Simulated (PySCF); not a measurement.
itaconyl chloride: full NMR table

- Formula: C5H4Cl2O2
- SMILES: C=C(CC(=O)Cl)C(=O)Cl
- Point group of the computed structure: C1
- Degrees of unsaturation: 3
- Carbon signals: 5
- Proton signals: 3

Bonds (- single, = double, # triple, : aromatic): C1=C2 1.332 Å, C2-C3 1.502 Å, C3-C4 1.505 Å, C4=O5 1.183 Å, C4-Cl6 1.766 Å, C2-C7 1.475 Å, C7=O8 1.187 Å, C7-Cl9 1.771 Å. C1 carries H10, H11; C3 carries H12, H13. H10 is cis to C3; H11 is trans to C3.

[PySCF: geometry: GFN2-xTB; shielding tensors at PBE0/pcSseg-1 (GIAO); fast rotation and ring inversion assumed for equivalent nuclei; gas phase; one computed conformer; no relativistic terms]

Scale: TMS for 1H (31.72 ppm), 13C (186.93 ppm); H2O for 17O (336.08 ppm) (reference shieldings calculated alike).

| carbon | δC, type | δH (multiplicity) | HMBC from (2–3 bonds) | span of the C tensor (ppm) |
| --- | --- | --- | --- | --- |
| C1 | 145.4, CH2 | H10 6.17 (br s); H11 7.04 (br s) | H12/H13 | 235 |
| C2 | 143.7, C | – | H11, H10, H12/H13 | 198 |
| C3 | 55.4, CH2 | 3.89 (s) | H11, H10 | 52 |
| C4 | 182.9, C | – | H12/H13 | 174 |
| C7 | 175.7, C | – | H11, H10, H12/H13 | 169 |

Other nuclei:
```csv
atoms,nucleus,environment,δ (ppm),σ (ppm)
O5,17O,carbonyl oxygen,599.7,-263.7
O8,17O,carbonyl oxygen,572.7,-236.6
```

Carbon types of the structure: 3 × C, 2 × CH2, which accounts for all hydrogens. δC 182.9, 175.7: carbonyl carbon. δC 145.4: β carbon of a C=C–C=O unit; conjugation with the carbonyl draws π density from the β position. δC 143.7: α carbon of a C=C–C=O unit; the olefinic region. δC 55.4: sp3 CH2 α to a carbonyl; α to the electron-withdrawing carbonyl group. δH 7.04, 6.17: hydrogen on a β carbon of a C=C–C=O unit; a vinylic proton, deshielded by the sp2 carbon and the C=C anisotropy.

Carbons that carry Cl, above all several Cl atoms, come out too deshielded, partly because spin–orbit coupling is missing. Shifts are as computed. Against solution values, carbons near 30 ppm lie about +3 ppm off and those near 130 ppm about +5 ppm; carbons on Cl a further +6 ppm. Of 1211 compounds with measured shifts, 218 miss one by over three times the rms of a fit or turn the order of signals round; such compounds aren't used in these exercises. Unscaled 17O shifts of doubly bonded oxygen tend to come out too high, by tens of ppm or more. Experimental scales use liquid or dissolved standards, which lie at an offset from isolated H2O (liquid H2O: subtract about 36 ppm). No couplings were computed; multiplicities are counted from neighbouring protons, with m where these are inequivalent, close in shift, in a saturated or five-membered ring or joined by F or P, and br s for small geminal =CH2 splittings.
